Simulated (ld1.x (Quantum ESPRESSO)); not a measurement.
# Which change was made? (Li, TM)

| Property | Result |
| --- | --- |
| Element | Li (Z = 3) |
| Generator | ld1.x (Quantum ESPRESSO) 7.5 |
| Type | norm-conserving Troullier–Martins (Kleinman–Bylander form) |
| Functional | BLYP |
| Relativity | scalar-relativistic |
| Frozen core | none |
| Valence charge | 3 |
| Reference configuration | 1s2 2s0 2p1 |
| Partial waves | 1s (bound): rc 0.70 bohr; 2p (bound): rc 4.20 bohr |
| Local potential | the p channel |
| Core correction | none |

Cutoffs, loose and tight: the cutoffs (Ry, on a coarse ladder) from which the occupation-weighted sum of valence levels, in a spherical-Bessel basis at the reference potential, stays within 10 and 1 mRy of its value at 400 Ry. They do not see the model core or the augmentation charge, which bear on the density cutoff. Test errors are all-electron minus pseudo excitation energies from the reference, over the configurations 1s2 2s1 2p0; 1s2 2s0 2p0; 1s2 2s0.5 2p0; 1s1 2s1 2p0; variants that change the core or the reference have their own tests.

The base gives: outcome: generated; cutoff, loose: 160 Ry; cutoff, tight: over 300 Ry; bound ghosts: none; largest test error (meV): +380.

Q: After one change the result is: outcome: generated; cutoff, loose: 160 Ry; cutoff, tight: over 300 Ry; bound ghosts: none; largest test error (meV): +242. Which change was it?
A. wave 2p (bound): rc 4.20 bohr becomes 2p (bound): rc 5.66 bohr
B. wave 2p (bound): rc 4.20 bohr becomes 2p (bound): rc 3.38 bohr
C. wave 2p (bound): rc 4.20 bohr becomes 2p (bound): rc 6.38 bohr

A: A. The others give: wave 2p (bound): rc 4.20 bohr becomes 2p (bound): rc 3.38 bohr → outcome: generated; cutoff, loose: 160 Ry; cutoff, tight: over 300 Ry; bound ghosts: none; largest test error (meV): +529 | wave 2p (bound): rc 4.20 bohr becomes 2p (bound): rc 6.38 bohr → outcome: generated; cutoff, loose: 160 Ry; cutoff, tight: over 300 Ry; bound ghosts: none; largest test error (meV): -355.
